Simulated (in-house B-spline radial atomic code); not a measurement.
# Ionising Pb4+ with different functionals

Computed with a radial B-spline atomic code at the basis-set limit: scalar-relativistic (spin-free X2C) Hamiltonian, Fermi nucleus of rms radius 5.5012 fm, spin-polarised at highest spin, spherical fractional occupations for the functionals, and exact exchange of hybrids averaged over the configuration. The ionisation energy is the difference of two self-consistent energies, [Xe] 4f14 5d10 → [Xe] 4f14 5d9, without Breit or QED terms; ε is the level of the shell that loses the electron (its least bound occupied spin orbital). There is no spin-orbit coupling in this Hamiltonian.

```json
{"method": "PBE0", "rung": "global hybrid", "ΔSCF (eV)": "69.56", "-ε(5d) (eV)": "63.93"}
{"method": "B3LYP", "rung": "global hybrid", "ΔSCF (eV)": "69.56", "-ε(5d) (eV)": "63.46"}
{"method": "TPSSh", "rung": "global hybrid", "ΔSCF (eV)": "69.53", "-ε(5d) (eV)": "62.53"}
{"method": "BHandHLYP", "rung": "global hybrid", "ΔSCF (eV)": "69.41", "-ε(5d) (eV)": "66.08"}
{"method": "r2SCAN0", "rung": "global hybrid", "ΔSCF (eV)": "69.85", "-ε(5d) (eV)": "64.27"}
{"method": "B97-1", "rung": "global hybrid", "ΔSCF (eV)": "69.51", "-ε(5d) (eV)": "63.50"}
{"method": "HSE06", "rung": "range-separated hybrid", "ΔSCF (eV)": "69.52", "-ε(5d) (eV)": "63.48"}
{"method": "wB97X", "rung": "range-separated hybrid", "ΔSCF (eV)": "?", "-ε(5d) (eV)": "?"}
{"method": "CAM-B3LYP", "rung": "range-separated hybrid", "ΔSCF (eV)": "?", "-ε(5d) (eV)": "?"}
{"method": "LC-wPBE", "rung": "range-separated hybrid", "ΔSCF (eV)": "69.36", "-ε(5d) (eV)": "66.61"}
```

Q: What does CAM-B3LYP give?

A: ΔSCF 69.48 eV, and -ε(5d) = 65.36 eV.

Q: What does wB97X give?

A: ΔSCF 69.28 eV, and -ε(5d) = 66.32 eV.

Q: Among the functionals, which spreads more, the ΔSCF values or the orbital energies?

A: The orbital energies: ΔSCF values span about 0.56 eV and the orbital energies 4.08 eV; here energy differences depend much less on the functional than eigenvalues do.

Q: How do they compare with the NIST value?

A: NIST lists 68.8 eV ± 0.5 (semi-empirical, ground level to ground level). Errors run from +0.48 to +1.05 eV; wB97X is closest (+0.48 eV), though others lie within the uncertainty of it, and part of that can be cancellation, since the calculations leave out spin-orbit coupling, Breit-QED terms, multiplet and fine-structure energies.
